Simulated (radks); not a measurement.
Problem. All-electron atom: Tl51+ in [Ar] 3d10 4s2. All-electron calculation, scalar-relativistic Kohn-Sham, LB94 model potential, spin-polarised, spherical densities, finite nucleus; Fermi nuclear charge, rms radius 5.4759 fm. Program: a radial shooting solver on a logarithmic mesh with Libxc functionals. Some entries of the table are withheld. Estimate them.

orbital,occ.,eigenvalue (hartree),<r^2> (bohr^2),<1/r> (bohr^-1)
1s,2,-3259.535,0.0003678,99.50
2s,2,-664.9453,0.005564,23.41
2p,6,-586.8781,0.004710,20.67
3s,2,-232.0279,0.03476,8.815
3p,6,-209.3924,0.03548,8.032
3d,10,-186.7649,(1),7.557
4s,2,-114.8122,0.1326,(2)
4p,0,(3),0.1410,4.076
5s,0,(4),0.3642,2.626

Solution. 
(1) 3d <r^2> (bohr^2): 0.02890
(2) 4s <1/r> (bohr^-1): 4.385
(3) 4p eigenvalue (hartree): -106.1763
(4) 5s eigenvalue (hartree): -68.75583
